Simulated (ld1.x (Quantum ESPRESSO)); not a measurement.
## boron: excitation energies, all-electron against TM

| Quantity | Value |
| --- | --- |
| Element | boron |
| Generator | ld1.x (Quantum ESPRESSO) 7.5 |
| Type | norm-conserving Troullier–Martins (Kleinman–Bylander form) |
| Functional | PBEsol |
| Relativity | non-relativistic |
| Frozen core | [He] |
| Valence charge | 3 |
| Reference configuration | 2s2 2p1 |
| Partial waves | 2p (bound): rc 2.32 bohr; 3d channel at 0.3 Ry: rc 2.26 bohr; 2s (bound): rc 1.54 bohr |
| Local potential | the s channel |
| Core correction | none |

Energies are relative to the spin-unpolarised reference configuration 2s2 2p1; without spin polarisation the order of configurations can differ from experiment.

Question: Give the all-electron excitation energy and the error of the potential for: 2s2 2p0; 2s1 2p0; 2s2 2p0.5; 2s1 2p1; 2s1 2p2; 2s2 2p1.3; 2s0 2p3.

Answer:

```json
{"valence configuration": "2s2 2p0", "charge": "+1", "ΔE all-electron (eV)": "8.142", "error AE − PS (meV)": "+35"}
{"valence configuration": "2s1 2p0", "charge": "+2", "ΔE all-electron (eV)": "33.396", "error AE − PS (meV)": "+132"}
{"valence configuration": "2s2 2p0.5", "charge": "+0.5", "ΔE all-electron (eV)": "2.856", "error AE − PS (meV)": "+4.6"}
{"valence configuration": "2s1 2p1", "charge": "+1", "ΔE all-electron (eV)": "14.259", "error AE − PS (meV)": "-12"}
{"valence configuration": "2s1 2p2", "charge": "0", "ΔE all-electron (eV)": "5.813", "error AE − PS (meV)": "+0.7"}
{"valence configuration": "2s2 2p1.3", "charge": "-0.3", "ΔE all-electron (eV)": "-0.725", "error AE − PS (meV)": "+0.4"}
{"valence configuration": "2s0 2p3", "charge": "0", "ΔE all-electron (eV)": "11.644", "error AE − PS (meV)": "+0.7"}
```

Levels in the configuration 2s1 2p0:

```csv
level,all-electron (eV),pseudo (eV)
2s,-31.270,-31.124
```
